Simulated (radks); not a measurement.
Species: F+. Configuration: [He] 2s2 2p3 5p1 (not the ground configuration).

Calculated with a radial shooting solver on a logarithmic mesh with Libxc functionals: non-relativistic Kohn-Sham, PBE, spin-unpolarised, spherical densities, point nucleus.

Energy parts (eV):
| part | energy |
|---|---|
| total | -2656.893 |
| kinetic | 2651.561 |
| electron-nucleus | -6102.054 |
| Hartree | 1041.757 |
| exchange-correlation | -248.158 |

Orbitals (lengths in bohr, moments of r in powers of bohr; <r^-3> diverges for s and p1/2; r(max) is where P^2 peaks):
| orbital | occ. | eigenvalue (eV) | r(max) | <r^2> | <r^-3> |
|---|---|---|---|---|---|
| 1s | 2 | -706.7840 | 0.1146 | 0.04200 | - |
| 2s | 2 | -65.2208 | 0.7367 | 1.009 | - |
| 2p | 3 | -46.3374 | 0.6534 | 1.014 | 10.42 |
| 5p | 1 | -2.4354 | 14.17 | 199.3 | 0.1332 |

The highest occupied level is 5p at -2.435 eV. Summed over all electrons, <r^2> = 204.5 bohr^2, which gives a Langevin (diamagnetic) susceptibility term of -162 x 10^-6 cm^3/mol. The density falls to 0.001 e/bohr^3 at r = 2.57 bohr. Virial ratio -V/T = 2.00201.
